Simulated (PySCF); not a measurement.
Structure with atom numbers: `[F:1][C:2]([F:3])=[C:4]([F:5])[C:6]#[C:7][CH2:8][CH2:9][Cl:10]`; H(Xn) means a hydrogen on atom n.

Equivalent nuclei averaged, one computed conformer, no solvent model, no relativistic terms. Geometry: GFN2-xTB; σ from GIAO-PBE0/pcSseg-1; PySCF 2.14.

References, each an isolated molecule treated in the same way: TMS for ¹³C (186.93 ppm).

Q: Do the ¹³C shifts follow the atomic charges (in e)? Tabulate both.

A: 
| atoms | hybridisation | δ (ppm) | σ para (ppm) | Hirshfeld | IAO | Mulliken | ESP-fitted |
| --- | --- | --- | --- | --- | --- | --- | --- |
| C2 | sp2 | 174.9 | -241 | +0.16 | +0.53 | +0.55 | +0.30 |
| C4 | sp2 | 124.3 | -188 | +0.04 | +0.18 | +0.03 | +0.16 |
| C7 | sp | 111.6 | -185 | -0.01 | -0.00 | +0.03 | -0.03 |
| C6 | sp | 74.2 | -149 | -0.08 | -0.09 | -0.08 | -0.23 |
| C9 | sp3 | 47.7 | -105 | -0.02 | -0.23 | -0.20 | -0.26 |
| C8 | sp3 | 26.8 | -92 | -0.05 | -0.28 | -0.17 | +0.07 |

Correlation coefficients of δ with charge over these carbons: Hirshfeld +0.86, IAO +0.97, Mulliken +0.91, ESP-fitted +0.67; with the paramagnetic shielding -0.99. With so few points, grouped by hybridisation, these coefficients are fragile. Charge is one influence among several: hybridisation and low-lying excitations act through the paramagnetic term.

Carbons that carry Cl, above all several Cl atoms, come out too deshielded, partly because spin–orbit coupling is missing. Shifts are as computed. Against solution values, carbons near 30 ppm lie about +3 ppm off and those near 130 ppm about +5 ppm; carbons on Cl a further +6 ppm. Of 1211 compounds with measured shifts, 218 miss one by over three times the rms of a fit or turn the order of signals round; such compounds aren't used in these exercises.
